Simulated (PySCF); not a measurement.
CH₄Se₂. Atoms are numbered in the order given.

```xyz
7

Se     0.3513     0.7460     0.6399
C      2.1145     0.4774    -0.1940
H      2.7851     1.2190     0.2664
H      2.0518     0.6537    -1.2750
H      2.4837    -0.5352     0.0123
Se    -0.9204    -0.8113    -0.5847
H     -0.6595    -1.9830     0.2851
```

Geometry: B3LYP-D3(BJ)/def2-SVP. Other conformers were not sampled.

These are PBE/def2-TZVPD (PySCF) values and carry that method's errors.

Mulliken values depend strongly on the basis, most of all with diffuse functions as here. ESP charges are fitted to the potential on shells at 1.4 to 2.0 van der Waals radii. Atomic charges (e):

```
atom  Mulliken  meta-Löwdin  ESP fit
----  --------  -----------  -------
Se1      -0.04         0.06        ?
C2       -0.56        -0.44    -0.52
H3        0.20         0.14        ?
H4        0.24         0.14        ?
H5        0.23         0.13        ?
Se6      -0.23        -0.09    -0.11
H7        0.16         0.06        ?
```

Problem. Fill in the missing entries. (Estimate from the structure and the level; the computed values follow.)

Solution. 
- Se1, ESP fit: -0.04
- H3, ESP fit: 0.23
- H4, ESP fit: 0.18
- H5, ESP fit: 0.16
- H7, ESP fit: 0.11
